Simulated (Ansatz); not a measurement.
Basis-set series for C₄H₁₁Ga (`C[CH2][GaH][CH2]C`). Total charge 0; spin multiplicity 1. The geometry is a stationary point of PBE0-D4/def2-TZVP. It is one conformer, not always the lowest.

Z-matrix (Å, degrees):
```
C
C 1 1.524
H 1 1.093 2 111.6
H 1 1.095 2 112.1 3 -120.4
H 1 1.093 2 111.6 3 119.3
Ga 2 1.980 1 116.0 3 -59.5
H 2 1.097 1 110.7 3 62.7
H 2 1.097 1 110.7 3 178.1
C 6 1.980 2 120.9 1 -179.4
H 6 1.582 2 119.7 1 0.7
C 9 1.524 6 115.8 2 0.1
H 9 1.097 6 107.2 2 124.2
H 9 1.097 6 107.2 2 -124.0
H 11 1.093 9 111.7 6 -59.8
H 11 1.093 9 111.7 6 59.7
H 11 1.095 9 112.1 6 180.0
```

| functional | basis | functions | energy (Eh) | HOMO (eV) | LUMO (eV) |
| --- | --- | --- | --- | --- | --- |
| PBE0-D4 | def2-SVP | 143 | -2083.08167 | -7.01 | -0.91 |
| PBE0-D4 | def2-TZVPP | 326 | -2083.50143 | -7.02 | -0.96 |
| ωB97M-V | def2-SVP | 143 | -2083.30488 | -9.19 | 0.74 |
| ωB97M-V | def2-TZVPP | 326 | -2083.73563 | -9.21 | 0.66 |

(1) Give the rows for def2-QZVPP. (Estimate.)

Answers

(1) Computed: 
| functional | basis | functions | energy (Eh) | HOMO (eV) | LUMO (eV) |
| --- | --- | --- | --- | --- | --- |
| PBE0-D4 | def2-QZVPP | 647 | -2083.55425 | -7.03 | -1.01 |
| ωB97M-V | def2-QZVPP | 647 | -2083.78716 | -9.21 | 0.45 |

Positive LUMOs are unbound and depend on the basis. Scalar relativity is left out up to krypton.
